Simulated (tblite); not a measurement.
`C=C(C=O)[SiH2]C1=CC=CO1`. Structure optimised with GFN2-xTB, isolated species.

```
atom  x, y, z in Å
C1    -1.8216    0.2825   -1.6331
C2    -1.9182   -0.1259   -0.3687
C3    -3.2226   -0.4000    0.2264
O4    -3.3540   -0.7690    1.3674
Si5   -0.5011   -0.4328    0.8583
C6     1.1100   -0.0453   -0.0200
C7     2.1620    0.7758    0.2846
C8     3.1203    0.6163   -0.7405
C9     2.5885   -0.2959   -1.6000
O10    1.3830   -0.6987   -1.1774
H11   -2.6940    0.4245   -2.2564
H12   -0.8692    0.4856   -2.0936
H13   -4.1013   -0.2514   -0.4322
H14   -0.5269   -1.8432    1.2508
H15   -0.6259    0.4826    1.9923
H16    2.2340    1.4148    1.1405
H17    4.0687    1.1066   -0.8266
H18    2.9596   -0.7202   -2.5128
```

Question: What is the longest distance between nuclei?

Answer: H13···H17, 8.29 Å; the next longest distance is 7.96 Å.

Question: Work out the bond lengths C2–C3, C3=O4, C3–H13, Si5–H14, Si5–H15, C8–H17, C9–O10, C9–H18 in bohr.

Answer: For C2–C3 the difference vector is (-1.3044, -0.2741, 0.5951) Å, of length 1.4597 Å. 1 bohr = 0.529177 Å. C2–C3 2.758; C3=O4 2.280; C3–H13 2.094; Si5–H14 2.767; Si5–H15 2.764; C8–H17 2.024; C9–O10 2.531; C9–H18 2.027 bohr.

Question: How far apart are these pairs, which share no bond: C1···C9, C7···H13, C8···H16, O10···H13?

Answer: C1···C9 4.448 Å (5 bonds apart); C7···H13 6.387 Å (5 bonds apart); C8···H16 2.227 Å (2 bonds apart); O10···H13 5.553 Å (5 bonds apart).

Question: How far are the heavy atoms from their best plane (unweighted least squares)?

Answer: 0.432 Å rms; C1 0.55, C2 0.18, C3 0.05, O4 0.28, Si5 0.25, C6 0.05, C7 0.66, C8 0.38, C9 0.49, O10 0.75 Å (magnitudes).

Question: Give the dihedral angles H15–Si5–C6–O10, Si5–C6–C7–H16, H11–C1–C2–Si5, C2–Si5–C6–O10, C2–Si5–C6–C7.

Answer: H15–Si5–C6–O10 -174° (antiperiplanar); Si5–C6–C7–H16 -2° (synperiplanar); H11–C1–C2–Si5 180° (antiperiplanar); C2–Si5–C6–O10 -56° (synclinal); C2–Si5–C6–C7 126° (anticlinal). Dihedral signs follow IUPAC: positive where, seen along the central bond, the front bond turns clockwise onto the rear one.

Question: What is the repulsion energy of the bare nuclei, Σ ZA·ZB/RAB?

Answer: 559.62 Eh over 153 pairs, with full nuclear charges and distances in bohr; the largest single term is 23.70 Eh (Si5 with C6).

Question: Where is the centre of mass (commonest isotopes), and what is the radius of gyration?

Answer: Mass 152.029 u; centre at (-0.137, -0.163, -0.151) Å; Rg = √(Σ m r²/M) = 2.507 Å. As Ia + Ib + Ic = 2 Σ m r², the three principal moments sum to 1910.8 u·Å².

Question: Write the matrix of distances between heavy atoms (Å, lower triangle).

Answer: 
```
C1    0.000
C2    1.332  0.000
C3    2.426  1.460  0.000
O4    3.529  2.343  1.206  0.000
Si5   2.909  1.899  2.794  2.917  0.000
C6    3.362  3.049  4.354  4.730  1.875  0.000
C7    4.449  4.229  5.512  5.830  2.980  1.369  0.000
C8    5.033  5.106  6.496  6.948  4.095  2.236  1.412  0.000
C9    4.448  4.675  6.092  6.659  3.951  2.178  2.210  1.361  0.000
O10   3.382  3.447  4.824  5.378  2.787  1.357  2.218  2.222  1.339  0.000
```

Its GFN2-xTB frequencies are all real (lowest 16 cm⁻¹). The numbers are those of one conformer. 3 starts were optimised and ended at 0.00, 0.39 and 0.50 kcal/mol (GFN2-xTB); the lowest of these is shown.

All values are computed, not measured.
